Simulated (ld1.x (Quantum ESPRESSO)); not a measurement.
**An all-electron radial function and its pseudo partner (manganese)**

Columns: radius, all-electron u(r) and pseudo u(r) of the 3d shell (level -6.91 eV) of manganese in the configuration [Ne] 3s2 3p6 3d5 4s2 4p0; BP86, scalar-relativistic, TM scheme, ld1.x (Quantum ESPRESSO) 7.5.

```tsv
r (bohr)	all-electron	pseudo
0.100	0.0586	0.0109
0.200	0.2435	0.0802
0.300	0.4588	0.2346
0.400	0.6408	0.4542
0.500	0.7703	0.6830
0.600	0.8484	0.8612
0.700	0.8835	0.9566
0.800	0.8867	0.9727
0.900	0.8684	0.9361
1.000	0.8364	0.8763
1.100	0.7967	0.8138
1.200	0.7528	0.7576
1.300	0.7075	0.7081
1.400	0.6624	0.6624
1.500	0.6185	0.6185
1.600	0.5764	0.5764
1.700	0.5367	0.5367
1.800	0.4992	0.4992
1.900	0.4642	0.4642
2.000	0.4316	0.4316
2.100	0.4012	0.4012
2.200	0.3730	0.3730
2.300	0.3467	0.3467
2.400	0.3223	0.3223
2.500	0.2997	0.2997
2.600	0.2786	0.2786
```

Problem. How many radial nodes do the two functions have?

Solution. The all-electron 3d function has n − l − 1 = 0; the pseudo-wave has 0.

Problem. At about which radius was the pseudo-wave matched?

Solution. 1.45 bohr, where the columns begin to agree (steps of 0.10 bohr).

Problem. Is the pseudo-wave norm-conserving?

Solution. Yes: the TM scheme keeps the norm inside the radius equal to the all-electron one, which fixes the energy derivative of the logarithmic derivative at the level.
